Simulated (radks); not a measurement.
Values are calculated unless marked as measured or tabulated.
Spherical quantum dot in the effective-mass picture: electrons in a parabolic well V = omega^2 r^2 / 2 with omega = 0.283, with a point charge +1 (a donor) at the centre, all in effective atomic units (hartree* = m*/eps^2 hartree, bohr* = eps/m* bohr), one dielectric constant everywhere. Level of theory: non-relativistic Kohn-Sham, LDA (Slater exchange, Perdew-Wang correlation), spin-polarised, spherical densities (a radial shooting solver with Libxc functionals). Levels are named by radial order and angular momentum (1s, 1p, 1d, 2s, ...), and open shells are averaged over m. Results are scaled to m* = 0.464 and eps = 8.2, for which hartree* = 187.8 meV and bohr* = 0.9352 nm.

N = 2, configuration 1s2. This is the lowest configuration that the search found. Occupied and some empty levels:

| level | occupation | eigenvalue (meV) | <r> (nm) |
|---|---|---|---|
| 1s | 2 | 78.612 | 1.470 |
| 1p | 0 | 161.81 | 2.569 |
| 2s | 0 | 190.15 | 2.798 |
| 1d | 0 | 217.60 | 3.162 |

Energy (meV): total -28.9629, kinetic 161.91, external -299.93, Hartree 220.07, exchange-correlation -111.01.
